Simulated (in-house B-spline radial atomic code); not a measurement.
Computed with a B-spline radial atomic code. Model: two electrons, singlet ground state, non-relativistic, full CI in B-splines with partial waves to l = 8 (at full coupling up to 3e-4 hartree above the limit, correlation up to 0.6 % small), density held at that of full coupling by Lieb maximisation.

Along the adiabatic connection the electron repulsion is scaled by a coupling λ while a local potential keeps the density fixed. At λ = 0 the system is the Kohn-Sham one and W equals the exchange energy; the exchange-correlation energy is the area under W between 0 and 1. The kinetic energy rises with λ as the electrons avoid each other, with dT/dλ = −λ dW/dλ.

Command:
```bash
python run_ac.py task.json out
```
Settings (lengths in bohr, energies in hartree):
```
potential              yukawa
strength               6.23
lmax                   8
second                 1.52
```

Cost of the run: 18 s on 1 thread of Intel(R) Xeon(R) Processor @ 2.30GHz (shared host).

**W = mean repulsion less Hartree energy, and W of three functionals.**

Given: confinement screened point charge; nuclear charge 6.23; screening of the nucleus 1.52 1/bohr; external potential -Z exp(-k r)/r.

Computed: LDA exchange minus exact 487.24 millihartree; PBE exchange minus exact 53.943 millihartree.

```csv
coupling,W xc (hartree),W xc minus exchange (millihartree),kinetic minus Kohn-Sham (millihartree),LDA (PW92) W minus its exchange (millihartree),PBE W minus its exchange (millihartree),SCAN W minus its exchange (millihartree)
0,-3.4845,0,0,0,0,0
0.02,-3.4864,-1.888,0,-14.84,-1.82,-1.84
0.05,-3.4892,-4.716,0.1,-31.5,-4.58,-4.57
0.12,-3.4957,-11.265,0.7,-63.06,-11.05,-10.85
0.25,-3.5077,-23.272,2.9,-110.11,-23.13,-22.24
0.4,-3.5213,-36.876,7.3,-155.18,-37.04,-35.01
0.6,-3.5391,-54.61,16.2,-206.54,-55.4,-51.51
0.8,-3.5564,-71.899,28.3,-251.42,-73.48,-67.48
1,-3.5732,-88.758,43.4,-291.72,-91.22,-82.95
1.4,-3.6057,-121.25,82.4,-362.53,-125.64,-112.59
2,-3.6516,-167.12,160.2,-452.01,-174.54,-154.16
3,-3.7212,-236.74,333.6,-573,-249.16,-216.97
4.5,?,?,?,?,?,?
7,?,?,?,?,?,?
10,-4.0502,-565.78,2343.2,-1045.8,-608.57,-519.15
```

Question: What belongs in the row 4.5?

Answer: W xc (hartree): -3.8121; W xc minus exchange (millihartree): -327.66; kinetic minus Kohn-Sham (millihartree): 672.7; LDA (PW92) W minus its exchange (millihartree): -714.75; PBE W minus its exchange (millihartree): -347.08; SCAN W minus its exchange (millihartree): -299.08.

Question: What belongs in the row 7?

Answer: W xc (hartree): -3.9356; W xc minus exchange (millihartree): -451.12; kinetic minus Kohn-Sham (millihartree): 1376.2; LDA (PW92) W minus its exchange (millihartree): -890.8; PBE W minus its exchange (millihartree): -481.36; SCAN W minus its exchange (millihartree): -411.89.

Question: What is the SCAN exchange minus exact?

Answer: -9.6804 millihartree.

**Energy parts, natural occupations and partial-wave weights.**

Computed: total energy -19.3445 hartree; exchange energy -3.4845 hartree; correlation energy -0.045326 hartree; initial slope twice GL2 -0.094492 hartree; kinetic part over minus potential part 0.48933; Hartree energy 6.9689 hartree; Lieb Oxford ratio E_xc over LDA exchange 1.1777.

```
natural  occupation of the shell (electrons)
      s                               1.9984
      p                           0.00084807
      s                                    ?
      d                            4.582e-05
      p                           3.4549e-05
      s                           1.5863e-05
```

Question: What belongs in the row s?

Answer: occupation of the shell (electrons): 0.00066085.

```tsv
wave	weight
s	0.99953
p	0.00044318
d	2.593e-05
f	?
g	9.1481e-07
```

Question: What belongs in the row f?

Answer: weight: 3.8432e-06.

Question: What is the kinetic part of the DFT correlation energy?

Answer: 0.043432 hartree.

Question: What is the Kohn-Sham kinetic?

Answer: 32.19 hartree.

Half-way to full coupling W has made 52 % of its drop, against 50 % for a straight line, and second-order (GL2) theory, half the initial slope, overshoots the correlation energy by about 4 %: correlation is weak here. Over couplings 0 to 1 the errors in E_xc come to about +361 millihartree for LDA, +53 millihartree for PBE, -7.1 millihartree for SCAN, so SCAN is nearest. In LDA and PBE and SCAN the errors of exchange and correlation have opposite signs, so the sum is smaller than the larger of the two.
